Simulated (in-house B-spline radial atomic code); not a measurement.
## Ionising P III (P2+) with different functionals

Computed with an all-electron radial atomic-structure program (B-spline basis): scalar-relativistic (spin-free X2C) Hamiltonian, Fermi nucleus of rms radius 3.1889 fm, spin-polarised at highest spin, spherical fractional occupations for the functionals, and exact exchange of hybrids averaged over the configuration. The ionisation energy is the difference of two self-consistent energies, [Ne] 3s2 3p1 → [Ne] 3s2, without Breit or QED terms; ε is the level of the shell that loses the electron (its least bound occupied spin orbital).

```json
{"method": "PBE0", "rung": "global hybrid", "ΔSCF (eV)": "30.13", "-ε(3p) (eV)": "26.28"}
{"method": "B3LYP", "rung": "global hybrid", "ΔSCF (eV)": "30.17", "-ε(3p) (eV)": "25.97"}
{"method": "TPSSh", "rung": "global hybrid", "ΔSCF (eV)": "?", "-ε(3p) (eV)": "?"}
{"method": "BHandHLYP", "rung": "global hybrid", "ΔSCF (eV)": "30.05", "-ε(3p) (eV)": "27.49"}
{"method": "r2SCAN0", "rung": "global hybrid", "ΔSCF (eV)": "30.05", "-ε(3p) (eV)": "26.32"}
{"method": "B97-1", "rung": "global hybrid", "ΔSCF (eV)": "30.02", "-ε(3p) (eV)": "25.94"}
{"method": "HSE06", "rung": "range-separated hybrid", "ΔSCF (eV)": "?", "-ε(3p) (eV)": "?"}
{"method": "wB97X", "rung": "range-separated hybrid", "ΔSCF (eV)": "30.05", "-ε(3p) (eV)": "28.80"}
{"method": "CAM-B3LYP", "rung": "range-separated hybrid", "ΔSCF (eV)": "30.20", "-ε(3p) (eV)": "27.72"}
{"method": "LC-wPBE", "rung": "range-separated hybrid", "ΔSCF (eV)": "30.33", "-ε(3p) (eV)": "29.40"}
```

(1) What does TPSSh give?

(2) What does HSE06 give?

(3) Among the functionals, which spreads more, the ΔSCF values or the orbital energies?

(4) How do they compare with the NIST value?

Answers

(1) ΔSCF 30.08 eV, and -ε(3p) = 25.48 eV.

(2) ΔSCF 30.12 eV, and -ε(3p) = 25.86 eV.

(3) The orbital energies: ΔSCF values span about 0.32 eV and the orbital energies 3.92 eV; here energy differences depend much less on the functional than eigenvalues do.

(4) NIST lists 30.203 eV (measured, ground level to ground level). Errors run from -0.18 to +0.13 eV; CAM-B3LYP is closest (-0.00 eV), but part of that can be cancellation, since the calculations leave out spin-orbit coupling, Breit-QED terms, multiplet and fine-structure energies.
